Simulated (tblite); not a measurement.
Compound: C3H8O2Si.
Bonds: C1–O2, O2–C3, C3–Si4, Si4–C5, C5–O6 (double). Hydrogens: H7, H8, H9 on C1; H10, H11 on C3; H12, H13 on Si4; H14 on C5.

Computed with GFN2-xTB (tblite), gas phase: L-BFGS steps from a force-field or distance-geometry start until the largest atomic force falls under 0.01 eV/Å.

Geometry at step 4:
```
atom  x, y, z in Å
C1     -2.5404    0.2273    0.5023
O2     -1.2922   -0.3354    0.8238
C3     -0.2771    0.1131   -0.0619
Si4     1.4229   -0.6233    0.3481
C5      2.6662    0.0930   -0.9562
O6      2.3524    0.8565   -1.8353
H7     -3.2800   -0.1462    1.2093
H8     -2.8507   -0.0510   -0.5132
H9     -2.5105    1.3235    0.5707
H10    -0.2177    1.2130   -0.0182
H11    -0.5522   -0.1556   -1.0959
H12     1.4444   -2.0721    0.2047
H13     1.8971   -0.2182    1.6631
H14     3.7371   -0.2252   -0.8881
```

**Question.** What forces act on the atoms?

**Answer.** 
```
atom  Fx (eV/Å)  Fy (eV/Å)  Fz (eV/Å)
  C1     -0.049      0.032      0.014
  O2      0.107      0.036     -0.077
  C3     -0.149      0.094     -0.096
 Si4      0.056      0.011     -0.053
  C5      0.035      0.014     -0.036
  O6     -0.008     -0.074      0.102
  H7      0.128     -0.078      0.053
  H8      0.027      0.010     -0.011
  H9      0.026     -0.026     -0.022
 H10     -0.047     -0.019     -0.090
 H11     -0.011      0.105      0.029
 H12      0.017     -0.163     -0.020
 H13      0.072      0.050      0.147
 H14     -0.205      0.008      0.059
```

The largest, 0.21 eV/Å, acts on H14; the rms over all components is 0.076 eV/Å. The forces sum to zero within rounding, as they must for an isolated molecule in no field.

**Question.** Give the force on H14 in Eh/bohr and in nN.

**Answer.** 0.213 eV/Å ÷ 51.422 = 0.00415 Eh/bohr, and 0.213 eV/Å × 1.602 = 0.34 nN.

**Question.** How far is this geometry from the end of the optimisation?

**Answer.** 0.030 eV above it, and 0.110 Å rms away after alignment. The bonds farthest from their final lengths, with half the difference of the two atoms' forces along the bond (positive lengthens):

| bond | now (Å) | final (Å) | force along bond (eV/Å) |
| --- | --- | --- | --- |
| Si4–C5 | 1.939 | 1.927 | -0.01 |
| Si4–H13 | 1.455 | 1.464 | +0.10 |
| Si4–H12 | 1.456 | 1.464 | +0.08 |
| C5–H14 | 1.119 | 1.112 | -0.11 |
| O2–C3 | 1.420 | 1.416 | -0.08 |
| C3–Si4 | 1.897 | 1.901 | +0.11 |

The angle farthest from its final value is O2–C3–Si4, 112.5° against 106.2°.

What follows is the cost of the whole relaxation. The run took 0.43 s of wall time on an Arm Neoverse N1 with one thread, shared host with 64 logical CPUs at a one-minute load of 61.
